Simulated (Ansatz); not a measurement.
BFH$_{7}$NSi$_{2}$, SMILES `BN([SiH3])[SiH2]F`. Charge 0, multiplicity 1. All single points use the PBE0-D4/def2-TZVP geometry. It is one conformer, not always the lowest.

```xyz
12

B    -0.780    1.011   -1.058
N    -0.085    0.159   -0.170
Si   -0.616    0.136    1.509
Si    1.216   -0.839   -0.728
F     0.736   -2.362   -0.780
H    -0.476    1.055   -2.215
H    -1.674    1.693   -0.634
H     0.225   -0.851    2.233
H    -2.040   -0.269    1.587
H    -0.445    1.479    2.113
H     2.339   -0.787    0.234
H     1.599   -0.425   -2.091
```

(1) What is the dipole moment at r2SCAN/def2-TZVPP? (Estimate.)

(2) And with PBE, B3LYP, ωB97M-V? (Estimate.)

(3) Give the Mulliken charges with r2SCAN, B3LYP, ωB97M-V in def2-TZVPP. (Best estimate.)

## Answers

(1) Ansatz gave: 1.11 D, with components (0.46, 0.77, 0.65) D in this frame, pointing from negative to positive charge.

(2) Ansatz gave: PBE 1.10 D, B3LYP 1.16 D, ωB97M-V 1.14 D.

(3) Computed: 
| atom | r2SCAN | B3LYP | ωB97M-V |
| --- | --- | --- | --- |
| B1 | -0.02 | -0.11 | -0.15 |
| N2 | -0.24 | -0.17 | -0.25 |
| Si3 | 0.34 | 0.31 | 0.20 |
| Si4 | 0.61 | 0.59 | 0.50 |
| F5 | -0.32 | -0.32 | -0.31 |
| H6 | 0.00 | 0.03 | 0.07 |
| H7 | -0.02 | 0.01 | 0.05 |
| H8 | -0.07 | -0.07 | -0.02 |
| H9 | -0.06 | -0.05 | -0.01 |
| H10 | -0.06 | -0.05 | -0.01 |
| H11 | -0.09 | -0.09 | -0.04 |
| H12 | -0.07 | -0.07 | -0.03 |

B3LYP here is the variant with VWN-RPA as its local correlation; programs differ in this.
